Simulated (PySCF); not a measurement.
A calculated (M06-L, PySCF 2.14, aug-cc-pVDZ, no relativity, point nucleus) atom or ion has these occupied shells.

```tsv
shell	electrons	orbital energy (eV)	rms radius, mean of both spins (bohr)
1s α	1	-406.89	0.266
1s β	1	-405.31	0.266
2s α	1	-34.561	1.38
2s β	1	-30.482	1.38
2p α	2	-22.534	1.39
```

**Question.** Name the element and its charge.

**Answer.** N⁺ (nitrogen, charge +1), in [He] 2s2 2p2, high-spin 3P determinant.
